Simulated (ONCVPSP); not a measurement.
**u(r) = r·R(r): atom against pseudo-atom (Pb (Z = 82))**

Columns: radius, all-electron u(r) and pseudo u(r) of the 5d shell (level -36.23 eV) of lead in the configuration [Kr] 4d10 4f14 5s2 5p6 5d10 6s2 6p0.5; PBE, non-relativistic, ONCV scheme, ONCVPSP 4.0.1.

```json
{"r (bohr)": "0.090", "all-electron": "0.3353", "pseudo": "0.0031"}
{"r (bohr)": "0.180", "all-electron": "0.0340", "pseudo": "0.0235"}
{"r (bohr)": "0.270", "all-electron": "-0.4168", "pseudo": "0.0744"}
{"r (bohr)": "0.360", "all-electron": "-0.4915", "pseudo": "0.1616"}
{"r (bohr)": "0.450", "all-electron": "-0.2728", "pseudo": "0.2825"}
{"r (bohr)": "0.540", "all-electron": "0.0558", "pseudo": "0.4268"}
{"r (bohr)": "0.630", "all-electron": "0.3761", "pseudo": "0.5791"}
{"r (bohr)": "0.720", "all-electron": "0.6355", "pseudo": "0.7227"}
{"r (bohr)": "0.810", "all-electron": "0.8198", "pseudo": "0.8429"}
{"r (bohr)": "0.900", "all-electron": "0.9340", "pseudo": "0.9300"}
{"r (bohr)": "0.990", "all-electron": "0.9900", "pseudo": "0.9799"}
{"r (bohr)": "1.080", "all-electron": "1.0017", "pseudo": "0.9942"}
{"r (bohr)": "1.170", "all-electron": "0.9818", "pseudo": "0.9785"}
{"r (bohr)": "1.260", "all-electron": "0.9409", "pseudo": "0.9402"}
{"r (bohr)": "1.350", "all-electron": "0.8868", "pseudo": "0.8872"}
{"r (bohr)": "1.440", "all-electron": "0.8255", "pseudo": "0.8260"}
{"r (bohr)": "1.530", "all-electron": "0.7611", "pseudo": "0.7613"}
{"r (bohr)": "1.620", "all-electron": "0.6966", "pseudo": "0.6967"}
{"r (bohr)": "1.710", "all-electron": "0.6338", "pseudo": "0.6338"}
{"r (bohr)": "1.800", "all-electron": "0.5740", "pseudo": "0.5740"}
{"r (bohr)": "1.890", "all-electron": "0.5178", "pseudo": "0.5178"}
{"r (bohr)": "1.980", "all-electron": "0.4657", "pseudo": "0.4657"}
{"r (bohr)": "2.070", "all-electron": "0.4177", "pseudo": "0.4177"}
{"r (bohr)": "2.160", "all-electron": "0.3739", "pseudo": "0.3739"}
{"r (bohr)": "2.250", "all-electron": "0.3340", "pseudo": "0.3340"}
{"r (bohr)": "2.340", "all-electron": "0.2978", "pseudo": "0.2978"}
```

How many radial nodes do the two functions have?

The all-electron 5d function has n − l − 1 = 2; the pseudo-wave has 0, since the states of the same l below it are removed with the core.

Where does each function peak?

Outermost all-electron maximum near 1.08 bohr, pseudo maximum near 1.08 bohr (to the table’s step).

Is the pseudo-wave norm-conserving?

Yes: the ONCV scheme keeps the norm inside the radius equal to the all-electron one, which fixes the energy derivative of the logarithmic derivative at the level.
